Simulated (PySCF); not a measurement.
Input for PySCF: R-M06-2X/def2-TZVPP on H2O4S (SMILES O=S(=O)(O)O).

```python
from pyscf import gto, dft

mol = gto.M(
    atom='''
    O    -0.73684812    1.09062747    0.30772499
    S    -0.25019054   -0.38810803   -0.03631263
    O    -0.74502996   -0.74490841   -1.32018741
    O    -0.47585258   -1.14890077    1.14300039
    O     1.32018191   -0.18586008   -0.22307782
    H    -0.86133048    1.58460158   -0.51766310
    H     1.74926978   -0.20735177    0.64651559
    ''',
    basis='def2-tzvpp',
    charge=0, spin=0, verbose=4, max_memory=1800)
mf = dft.RKS(mol, xc='m062x').density_fit(auxbasis='def2-universal-jkfit')
mf.grids.level = 4
mf.conv_tol = 1e-9
mf.max_cycle = 150
mf.kernel()
mf.dip_moment()
```

Program output:

```
PySCF version 2.14.0

[INPUT] verbose = 4
[INPUT] num. atoms = 7
[INPUT] num. electrons = 50
[INPUT] charge = 0
[INPUT] spin (= nelec alpha-beta = 2S) = 0
[INPUT] symmetry False subgroup None
[INPUT] Mole.unit = angstrom
[INPUT] Symbol           X                Y                Z      unit          X                Y                Z       unit  Magmom
[INPUT]  1 O     -0.736848120000   1.090627470000   0.307724990000 AA   -1.392441142201   2.060987222227   0.581515952785 Bohr   0.0
[INPUT]  2 S     -0.250190540000  -0.388108030000  -0.036312630000 AA   -0.472791599557  -0.733417883444  -0.068620925563 Bohr   0.0
[INPUT]  3 O     -0.745029960000  -0.744908410000  -1.320187410000 AA   -1.407902578996  -1.407672882785  -2.494792637999 Bohr   0.0
[INPUT]  4 O     -0.475852580000  -1.148900770000   1.143000390000 AA   -0.899231051868  -2.171107799602   2.159957697371 Bohr   0.0
[INPUT]  5 O      1.320181910000  -0.185860080000  -0.223077820000 AA    2.494782244505  -0.351224648690  -0.421555984265 Bohr   0.0
[INPUT]  6 H     -0.861330480000   1.584601580000  -0.517663100000 AA   -1.627678709940   2.994463002753  -0.978241483793 Bohr   0.0
[INPUT]  7 H      1.749269780000  -0.207351770000   0.646515590000 AA    3.305640802178  -0.391838056744   1.221737400362 Bohr   0.0

nuclear repulsion = 289.137159130352
number of shells = 70
number of NR pGTOs = 279
number of NR cGTOs = 194
basis = def2-tzvpp
ecp = {}


******** <class 'pyscf.df.df_jk.DFRKS'> ********
method = DFRKS
initial guess = minao
damping factor = 0
level_shift factor = 0
DIIS = <class 'pyscf.scf.diis.CDIIS'>
diis_start_cycle = 1
diis_space = 8
diis_damp = 0
SCF conv_tol = 1e-09
SCF conv_tol_grad = None
SCF max_cycles = 150
direct_scf = False
XC library pyscf.dft.libxc version 7.1.2
    S. Lehtola, C. Steigemann, M. J. T. Oliveira, and M. A. L. Marques,  SoftwareX 7, 1–5 (2018)
XC functionals = m062x
    Y. Zhao and D. G. Truhlar,  Theor. Chem. Acc. 120, 215 (2008)
    Y. Zhao and D. G. Truhlar,  Theor. Chem. Acc. 120, 215 (2008)
radial grids:
    Treutler-Ahlrichs [JCP 102, 346 (1995); DOI:10.1063/1.469408] (M4) radial grids

becke partition: Becke, JCP 88, 2547 (1988); DOI:10.1063/1.454033
pruning grids: <function nwchem_prune>
grids dens level: 4
symmetrized grids: False
atomic radii adjust function: <function treutler_atomic_radii_adjust>
small_rho_cutoff = 0
Set gradient conv threshold to 3.16228e-05
Initial guess from minao.
tot grids = 173152
******** <class 'pyscf.df.df.DF'> ********
auxbasis = def2-universal-jkfit
init E= -701.775125061995
  HOMO = -0.429870334618133  LUMO = -0.00765962725007086  gap/eV = 11.48894
cycle= 1 E= -700.061517005486  delta_E= 1.71  |g|= 1.18  |ddm|= 2.62
  HOMO = -0.336379808510684  LUMO = 0.00704284038220347  gap/eV = 9.34501
cycle= 2 E= -699.892248914883  delta_E= 0.169  |g|=  1.6  |ddm|= 1.47
  HOMO = -0.415759812741848  LUMO = 0.0233910759628903  gap/eV = 11.94990
cycle= 3 E= -700.299734973846  delta_E= -0.407  |g|= 0.133  |ddm|= 0.863
  HOMO = -0.414167986164773  LUMO = 0.0218045228582041  gap/eV = 11.86342
cycle= 4 E= -700.302104167176  delta_E= -0.00237  |g|= 0.0602  |ddm|= 0.0904
  HOMO = -0.418635372002489  LUMO = 0.0243520213082497  gap/eV = 12.05430
cycle= 5 E= -700.30268451088  delta_E= -0.00058  |g|= 0.00827  |ddm|= 0.032
  HOMO = -0.417190862552974  LUMO = 0.024294749822715  gap/eV = 12.01344
cycle= 6 E= -700.302697386814  delta_E= -1.29e-05  |g|= 0.00213  |ddm|= 0.00726
  HOMO = -0.417637724761418  LUMO = 0.0242117090708438  gap/eV = 12.02334
cycle= 7 E= -700.302698237122  delta_E= -8.5e-07  |g|= 0.000354  |ddm|= 0.00176
  HOMO = -0.417573331041206  LUMO = 0.0242420791888422  gap/eV = 12.02241
cycle= 8 E= -700.302698272837  delta_E= -3.57e-08  |g|= 7.42e-05  |ddm|= 0.000385
  HOMO = -0.417579605820339  LUMO = 0.0242373095642533  gap/eV = 12.02245
cycle= 9 E= -700.302698275015  delta_E= -2.18e-09  |g|= 1.45e-05  |ddm|= 0.000112
  HOMO = -0.417579473219952  LUMO = 0.0242379143360279  gap/eV = 12.02246
cycle= 10 E= -700.302698275083  delta_E= -6.82e-11  |g|= 4.26e-06  |ddm|= 1.85e-05
  HOMO = -0.417579394405719  LUMO = 0.0242378732708388  gap/eV = 12.02246
Extra cycle  E= -700.302698275086  delta_E= -2.73e-12  |g|= 3.76e-06  |ddm|= 6.12e-06
converged SCF energy = -700.302698275086
Dipole moment(X, Y, Z, Debye):  1.76479,  2.73745,  0.25609
```

The calculation finished and met its thresholds.

Cost: around 28 core-seconds (rough).
